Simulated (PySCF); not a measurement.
C4H8O, singlet, at a GFN2-xTB geometry; PBE0/STO-3G in PySCF.

PySCF was given this input:
```python
from pyscf import gto, scf, dft

mol = gto.M(
    atom='''
C     1.784489    0.551400   -0.275804
C     0.843236   -0.280271    0.599429
C    -0.537045   -0.301967   -0.026119
C    -1.438704    0.829894    0.395226
O    -0.876343   -1.151054   -0.809585
H     2.789658    0.537290    0.138421
H     1.450311    1.584968   -0.333776
H     1.818145    0.142177   -1.282613
H     1.219873   -1.302676    0.654482
H     0.797967    0.144130    1.602863
H    -0.905623    1.776361    0.356510
H    -1.752068    0.660928    1.424375
H    -2.319377    0.870920   -0.239973
''',
    basis='sto-3g',
    charge=0,
    spin=0,
    verbose=4,
    symmetry=True,
)

mf = dft.RKS(mol)
mf.xc = 'pbe0'
mf.kernel()
mf.analyze()
```

Output, abridged:

```
PySCF version 2.14.0

[INPUT] verbose = 4
[INPUT] num. atoms = 13
[INPUT] num. electrons = 40
[INPUT] charge = 0
[INPUT] spin (= nelec alpha-beta = 2S) = 0
[INPUT] symmetry True subgroup None
[INPUT] Mole.unit = angstrom
[INPUT] Symbol           X                Y                Z      unit          X                Y                Z       unit  Magmom
[INPUT]  1 C      1.784489000000   0.551400000000  -0.275804000000 AA    3.372195482299   1.041994985085  -0.521194024060 Bohr   0.0
[INPUT]  2 C      0.843236000000  -0.280271000000   0.599429000000 AA    1.593485098374  -0.529635430658   1.132756641122 Bohr   0.0
[INPUT]  3 C     -0.537045000000  -0.301967000000  -0.026119000000 AA   -1.014867966567  -0.570634928657  -0.049357756648 Bohr   0.0
[INPUT]  4 C     -1.438704000000   0.829894000000   0.395226000000 AA   -2.718756534316   1.568272372420   0.746868897307 Bohr   0.0
[INPUT]  5 O     -0.876343000000  -1.151054000000  -0.809585000000 AA   -1.656048261180  -2.175176814585  -1.529893924556 Bohr   0.0
[INPUT]  6 H      2.789658000000   0.537290000000   0.138421000000 AA    5.271689601202   1.015330949468   0.261577779888 Bohr   0.0
[INPUT]  7 H      1.450311000000   1.584968000000  -0.333776000000 AA    2.740690585444   2.995155436200  -0.630745226953 Bohr   0.0
[INPUT]  8 H      1.818145000000   0.142177000000  -1.282613000000 AA    3.435796104747   0.268675591212  -2.423787293807 Bohr   0.0
[INPUT]  9 H      1.219873000000  -1.302676000000   0.654482000000 AA    2.305225876752  -2.461700869044   1.236791733458 Bohr   0.0
[INPUT] 10 H      0.797967000000   0.144130000000   1.602863000000 AA    1.507939086441   0.272366226334   3.028972085199 Bohr   0.0
[INPUT] 11 H     -0.905623000000   1.776361000000   0.356510000000 AA   -1.711379442107   3.356835788359   0.673706260669 Bohr   0.0
[INPUT] 12 H     -1.752068000000   0.660928000000   1.424375000000 AA   -3.310928671614   1.248972908057   2.691678648677 Bohr   0.0
[INPUT] 13 H     -2.319377000000   0.870920000000  -0.239973000000 AA   -4.382987309615   1.645800276406  -0.453483247290 Bohr   0.0

nuclear repulsion = 177.262660028952
point group symmetry = C1
symmetry origin: [0. 0. 0.]
symmetry axis x: [1. 0. 0.]
symmetry axis y: [0. 1. 0.]
symmetry axis z: [0. 0. 1.]
num. orbitals of irrep A = 33
number of shells = 23
number of NR pGTOs = 99
number of NR cGTOs = 33
basis = sto-3g
ecp = {}

******** <class 'pyscf.dft.rks.RKS'> ********
method = RKS
initial guess = minao
damping factor = 0
level_shift factor = 0
DIIS = <class 'pyscf.scf.diis.CDIIS'>
diis_start_cycle = 1
diis_space = 8
diis_damp = 0
SCF conv_tol = 1e-09
SCF conv_tol_grad = None
SCF max_cycles = 50
direct_scf = True
direct_scf_tol = 1e-13
XC library pyscf.dft.libxc version 7.1.2
    S. Lehtola, C. Steigemann, M. J. T. Oliveira, and M. A. L. Marques,  SoftwareX 7, 1–5 (2018)
XC functionals = pbe0
    C. Adamo and V. Barone,  J. Chem. Phys. 110, 6158 (1999)
    M. Ernzerhof and G. E. Scuseria,  J. Chem. Phys. 110, 5029 (1999)
radial grids:
    Treutler-Ahlrichs [JCP 102, 346 (1995); DOI:10.1063/1.469408] (M4) radial grids

becke partition: Becke, JCP 88, 2547 (1988); DOI:10.1063/1.454033
pruning grids: <function nwchem_prune>
grids dens level: 3
symmetrized grids: True
atomic radii adjust function: <function treutler_atomic_radii_adjust>
small_rho_cutoff = 0
Set gradient conv threshold to 3.16228e-05
Initial guess from minao.
tot grids = 149024
init E= -229.762209143072
  HOMO = -0.271114722584547  LUMO = -0.0179751607577268  gap/eV = 6.88828
cycle= 1 E= -229.133031219162  delta_E= 0.629  |g|= 0.644  |ddm|= 4.35
  HOMO = 0.031159130508451  LUMO = 0.20143789576699  gap/eV = 4.63352
cycle= 2 E= -228.763929611535  delta_E= 0.369  |g|= 1.38  |ddm|= 2.26
  HOMO = -0.125365975836897  LUMO = 0.116096635054797  gap/eV = 6.57053
cycle= 3 E= -229.275791541393  delta_E= -0.512  |g|= 0.0914  |ddm|= 1.47
  HOMO = -0.14413810492314  LUMO = 0.109154863704679  gap/eV = 6.89245
cycle= 4 E= -229.277867755593  delta_E= -0.00208  |g|= 0.0369  |ddm|= 0.116
  HOMO = -0.148783687926868  LUMO = 0.107525654845245  gap/eV = 6.97453
cycle= 5 E= -229.27824207648  delta_E= -0.000374  |g|= 0.00507  |ddm|= 0.0422
  HOMO = -0.148453115152306  LUMO = 0.108299373920889  gap/eV = 6.98659
cycle= 6 E= -229.278248236673  delta_E= -6.16e-06  |g|= 0.00123  |ddm|= 0.00452
  HOMO = -0.148789899208156  LUMO = 0.108036843041914  gap/eV = 6.98861
cycle= 7 E= -229.278248685748  delta_E= -4.49e-07  |g|= 8.83e-05  |ddm|= 0.00165
  HOMO = -0.14880438632929  LUMO = 0.108027974320095  gap/eV = 6.98876
cycle= 8 E= -229.278248687947  delta_E= -2.2e-09  |g|= 2.07e-05  |ddm|= 0.000138
  HOMO = -0.148800933368824  LUMO = 0.108030315648582  gap/eV = 6.98873
cycle= 9 E= -229.27824868808  delta_E= -1.33e-10  |g|= 1.32e-06  |ddm|= 2.85e-05
  HOMO = -0.148800857773191  LUMO = 0.108030339565702  gap/eV = 6.98873
Extra cycle  E= -229.278248688081  delta_E= -8.53e-13  |g|= 1.08e-06  |ddm|= 3.57e-06
converged SCF energy = -229.278248688081
**** SCF Summaries ****
Total Energy =                        -229.278248688081021
Nuclear Repulsion Energy =             177.262660028951530
One-electron Energy =                 -662.494964236832857
Two-electron Energy =                  255.954055519800306
Two-electron Coulomb Energy =          289.076926616386004
DFT Exchange-Correlation Energy =      -33.122871096585698
HOMO-LUMO gap [eV] =                     6.988732852767391
**** MO energy ****
MO #1   energy= -18.952853882582   occ= 2
MO #2   energy= -10.1205622964219  occ= 2
MO #3   energy= -10.0556692071042  occ= 2
MO #4   energy= -10.0520021005072  occ= 2
MO #5   energy= -10.0494189798383  occ= 2
MO #6   energy= -1.02391596357714  occ= 2
MO #7   energy= -0.772396629067629 occ= 2
MO #8   energy= -0.714731084620978 occ= 2
MO #9   energy= -0.624901719570372 occ= 2
MO #10  energy= -0.497431563384777 occ= 2
MO #11  energy= -0.445194400817187 occ= 2
MO #12  energy= -0.431341739384877 occ= 2
MO #13  energy= -0.415488209476754 occ= 2
MO #14  energy= -0.380550639648125 occ= 2
MO #15  energy= -0.365789970385071 occ= 2
MO #16  energy= -0.351501302590589 occ= 2
MO #17  energy= -0.325017849777195 occ= 2
MO #18  energy= -0.314636905429839 occ= 2
MO #19  energy= -0.280618683957598 occ= 2
MO #20  energy= -0.148800857773191 occ= 2
MO #21  energy= 0.108030339565702  occ= 0
MO #22  energy= 0.392703521527295  occ= 0
MO #23  energy= 0.413915964989487  occ= 0
MO #24  energy= 0.441151995959388  occ= 0
MO #25  energy= 0.451274828116882  occ= 0
MO #26  energy= 0.464126172863034  occ= 0
MO #27  energy= 0.476698647151377  occ= 0
MO #28  energy= 0.492726673248918  occ= 0
 ** Mulliken pop on meta-lowdin orthogonal AOs  **
 ** Mulliken pop  **
pop of  0 C 1s            1.99959
pop of  0 C 2s            1.02333
pop of  0 C 2px           1.03507
pop of  0 C 2py           1.04142
pop of  0 C 2pz           1.04386
pop of  1 C 1s            1.99960
pop of  1 C 2s            1.03552
pop of  1 C 2px           1.01230
pop of  1 C 2py           1.04149
pop of  1 C 2pz           1.02316
pop of  2 C 1s            1.99975
pop of  2 C 2s            1.05662
pop of  2 C 2px           0.97855
pop of  2 C 2py           0.92503
pop of  2 C 2pz           0.91100
pop of  3 C 1s            1.99959
pop of  3 C 2s            1.02880
pop of  3 C 2px           1.05262
pop of  3 C 2py           1.04236
pop of  3 C 2pz           1.06150
pop of  4 O 1s            1.99987
pop of  4 O 2s            1.75844
pop of  4 O 2px           1.73205
pop of  4 O 2py           1.39815
pop of  4 O 2pz           1.24326
pop of  5 H 1s            0.94734
pop of  6 H 1s            0.95119
pop of  7 H 1s            0.94636
pop of  8 H 1s            0.94492
pop of  9 H 1s            0.94990
pop of  10 H 1s           0.94066
pop of  11 H 1s           0.93757
pop of  12 H 1s           0.93913
 ** Mulliken atomic charges  **
charge of    0C =     -0.14327
charge of    1C =     -0.11207
charge of    2C =      0.12905
charge of    3C =     -0.18486
charge of    4O =     -0.13177
charge of    5H =      0.05266
charge of    6H =      0.04881
charge of    7H =      0.05364
charge of    8H =      0.05508
charge of    9H =      0.05010
charge of   10H =      0.05934
charge of   11H =      0.06243
charge of   12H =      0.06087
Dipole moment(X, Y, Z, Debye):  0.56759,  1.23929,  1.08409
```
